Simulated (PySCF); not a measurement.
C4H3BrClF. Atoms are numbered in the order given.

```xyz
10

C      3.1290    -0.6067    -1.0329
C      1.8992    -0.7383    -0.6139
C      0.6610    -0.8651    -0.2044
Cl     0.2080    -1.9838     1.0663
C     -0.4842    -0.0848    -0.7782
F     -0.1192     0.5437    -1.9161
Br    -1.1333     1.2692     0.5225
H      3.5197    -1.2138    -1.8581
H      3.8102     0.1197    -0.5741
H     -1.3581    -0.7258    -0.9602
```
Charge 0, spin multiplicity 1.

The structure is a stationary point at B3LYP-D3(BJ)/def2-SVP. The structure was generated by enumeration; whether it is a known compound was not checked. Other conformers were not sampled.

Level of theory: PySCF with KT2/pcSseg-1.

GIAO shieldings, no solvent; atoms alike by connectivity are averaged. δ = σ(ref) − σ: ¹³C against TMS (σ = 185.1 ppm); ³⁵Cl against HCl (σ = 945.4 ppm); ¹⁹F against CFCl3 (σ = 127.1 ppm); ¹H against TMS (σ = 31.47 ppm), references at their B3LYP-D3(BJ)/def2-TZVP geometries, non-relativistic (without spin–orbit terms, shifts of atoms bonded to Cl or Br come out too high).

```
nucleus   atoms  count  δ (ppm)
-------  ------  -----  -------
¹³C          C2      1    207.1
¹³C          C3      1    114.7
¹³C          C5      1    112.4
¹³C          C1      1     90.7
³⁵Cl        Cl4      1    233.0
¹⁹F          F6      1   -167.0
¹H          H10      1     7.13
¹H       H8, H9      2     6.08
```
